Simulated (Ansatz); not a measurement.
Two members of one family (Ge nanocrystals, cubic, H-capped), computed with Ansatz in the gas phase. The two geometries come from different levels. Binding counts from free atoms in the multiplicity of their measured ground term, without zero-point energy. A dash marks a value that wasn't run or was left out as unsound. The structures are stationary points that may keep the symmetry of their start. Remarks come from the PBE and PBE0 runs and from stability tests at other levels; not every state was tested. HOMO above LUMO (over both spins in singlets and doublets, within one spin in higher multiplets; at PBE or PBE0), or a gap under 0.15 eV within one spin, warns that the state may not be the lowest or that an electron is smeared out.

First: Ge14H20 (singlet, charge 0, PBE-D4/def2-SVP geometry).

Cartesian coordinates in Å:
```
Ge -1.4046 -0.1695 3.4003
Ge 2.0920 -1.9278 -2.3444
Ge 1.9785 -0.1613 1.2356
Ge -1.2791 -1.9507 -0.2005
Ge -3.3745 1.4375 0.3212
Ge 0.0133 1.4429 -1.8388
Ge -0.1067 3.2353 1.7551
Ge 0.1074 -3.2343 -1.7579
Ge -0.0170 -1.4477 1.8395
Ge -2.0898 1.9292 2.3453
Ge 3.3754 -1.4365 -0.3185
Ge 1.4055 0.1699 -3.3989
Ge 1.2768 1.9462 0.1995
Ge -1.9825 0.1568 -1.2328
H -0.5978 0.1261 4.6997
H -2.6611 -1.0027 3.7925
H 2.9784 -2.7453 -3.3369
H 2.7904 0.1564 2.5314
H -2.5469 -2.7805 0.1778
H -4.6475 0.6176 0.6850
H -3.8316 2.7658 -0.3550
H -0.4296 2.7852 -2.5057
H 0.7132 3.5682 3.0372
H -0.5329 4.5783 1.0907
H 0.5306 -4.5808 -1.0998
H -0.7123 -3.5610 -3.0423
H 0.4252 -2.7882 2.5078
H -2.9761 2.7467 3.3379
H 3.8401 -2.7629 0.3538
H 4.6444 -0.6088 -0.6831
H 2.6627 1.0073 -3.7821
H 0.6063 -0.1244 -4.7035
H 2.5471 2.7721 -0.1815
H -2.7971 -0.1591 -2.5287
```

```tsv
level	HOMO (eV)	LUMO (eV)	gap (eV)	vertical IE (eV)	vertical triplet (eV)	binding per atom (eV)
PBE-D4/def2-SVP	-6.09	-1.50	4.59	–	–	2.89
PBE-D4/def2-TZVP	-6.12	-1.65	4.47	7.75	4.39	2.89
r2SCAN-D4/def2-TZVP	-6.36	-1.50	4.86	–	–	2.93
PBE0-D4/def2-SVP	-7.04	-0.82	6.22	–	–	2.89
PBE0-D4/def2-TZVP	-7.04	-0.97	6.07	8.18	5.03	2.89
```

Remarks: gap within one spin near zero at PBE or PBE0 (triplet).

Second: Ge14H24, disc (singlet, charge 0, r2SCAN-D4/def2-SVP geometry).

```
atom    x (Å)    y (Å)    z (Å)
 Ge1   2.4736   1.2650  -3.6435
 Ge2  -4.4684  -0.4102   0.2020
 Ge3  -1.0315   0.5724  -1.6619
 Ge4  -1.9307   2.1468   1.8601
 Ge5   1.0484  -0.4582   1.6857
 Ge6   4.5681   0.2245  -0.2736
 Ge7  -2.4148  -1.4263   3.5093
 Ge8   0.6390  -0.2623  -3.2140
 Ge9   3.7595   1.9959  -1.7208
Ge10  -2.7628  -1.1094  -1.3776
Ge11  -3.5207   0.3646   2.2993
Ge12   2.9327  -1.4019   0.4809
Ge13  -0.4531  -2.2537   2.3429
Ge14  -0.1238   1.2940   0.4750
 H15   3.4449   0.5877  -4.6326
 H16   1.9021   2.5152  -4.3434
 H17  -5.4561  -1.5648   0.4625
 H18  -5.2631   0.7529  -0.4299
 H19  -1.6895   1.8177  -2.3026
 H20  -2.6320   3.3150   1.1383
 H21  -1.3589   2.6836   3.1877
 H22   1.5938   0.1919   2.9803
 H23   5.6864  -0.5270  -1.0251
 H24   5.2066   0.8744   0.9716
 H25  -3.4047  -2.5808   3.7660
 H26  -1.9654  -0.8803   4.8805
 H27  -0.0632  -0.5492  -4.5584
 H28   1.1842  -1.6030  -2.6882
 H29   4.9983   2.7434  -2.2591
 H30   2.9378   3.0044  -0.8982
 H31  -3.4154  -1.3829  -2.7487
 H32  -2.1163  -2.4237  -0.9006
 H33  -4.6687   0.9107   3.1799
 H34   2.4056  -2.2097  -0.7194
 H35   3.6502  -2.3927   1.4220
 H36  -0.8827  -3.0374   1.0876
 H37   0.3150  -3.2293   3.2581
 H38   0.8757   2.4428   0.2080
```

Estimate how these quantities change from the first to the second (second minus first).


```
              level  Δ HOMO (eV)  Δ LUMO (eV)  Δ gap (eV)  Δ vertical IE (eV)  Δ vertical triplet (eV)  Δ binding per atom (eV)
    PBE-D4/def2-SVP        -0.08        -0.05        0.02                   –                        –                    -0.09
   PBE-D4/def2-TZVP        -0.07        -0.01        0.07                0.04                     0.03                    -0.08
r2SCAN-D4/def2-TZVP        -0.07         0.00        0.08                   –                        –                    -0.08
   PBE0-D4/def2-SVP        -0.08        -0.04        0.04                   –                        –                    -0.08
  PBE0-D4/def2-TZVP        -0.08         0.01        0.09                0.05                    -0.14                    -0.08
```

Remarks: gap within one spin near zero at PBE or PBE0 (triplet).
